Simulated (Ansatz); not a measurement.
Species: C₂H₃BBr (charge 0, doublet). It need not be the lowest isomer of its formula. SMILES: C=C[B]Br
Coordinates optimised at B3LYP-D3(BJ)/def2-TZVP (Ansatz, an electronic-structure program):
```
C
C 1 1.3395
H 2 1.0838 1 121.02
H 2 1.0846 3 116.69 1 -180.00
H 1 1.0894 2 118.46 3 180.00
B 1 1.5241 5 120.36 2 180.00
Br 6 1.8979 1 126.18 5 0.00
```
Charge 0, spin multiplicity 2.

Parts of the frozen-core correlation energy in cc-pVTZ (Ansatz, hartree). Frozen orbitals: 17; correlated occupied orbitals by spin: 11 and 10; virtual: 147 and 148. UHF or UKS for open shells. No spin-orbit coupling. Non-relativistic.

| term | value |
|---|---|
| reference (HF) | -2674.62315 |
| MP2 opposite-spin | -0.41467 |
| MP2 same-spin | -0.12995 |
| CCSD correlation | -0.58630 |
| (T) | -0.02760 |
| T1 diagnostic | 0.025 |
| largest doubles amplitude | 0.066 |
| <S^2> of the reference | 0.823 |
